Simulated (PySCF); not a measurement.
Working out the ionisation energy of Se⁺

Se⁺ [Ar] 3d10 4s2 4p3 (4S) → Se²⁺ [Ar] 3d10 4s2 4p2 (3P). Computed with PySCF 2.14 in pcseg-2, with no relativity, point nucleus. Frozen: [Ar] 3d10. Energies in hartree (1 hartree = 27.21139 eV):

| part | Se⁺ (lower) | Se²⁺ (upper) |
| --- | --- | --- |
| UHF | -2399.528745 | -2398.762495 |
| CCSD correlation | -0.089967 | -0.072918 |
| (T) | -0.002570 | -0.001526 |

Task: What does Hartree-Fock give?

Result: (-2398.762495) − (-2399.528745) = 0.766250 hartree = 20.851 eV.

Task: What do CCSD and CCSD(T) give?

Result: The CCSD correlation energies differ by 0.017049 hartree = 0.464 eV and the triples by 0.001044 hartree = 0.028 eV, so CCSD gives 21.315 eV and CCSD(T) 21.343 eV.

Reference: 21.196 ± 0.01 eV (measured; NIST Atomic Spectra Database, ionization energies), between the lowest levels; spin-orbit coupling is absent from the calculation.

The calculation is non-relativistic.

What remains against the reference includes basis incompleteness, the frozen core and higher excitations.
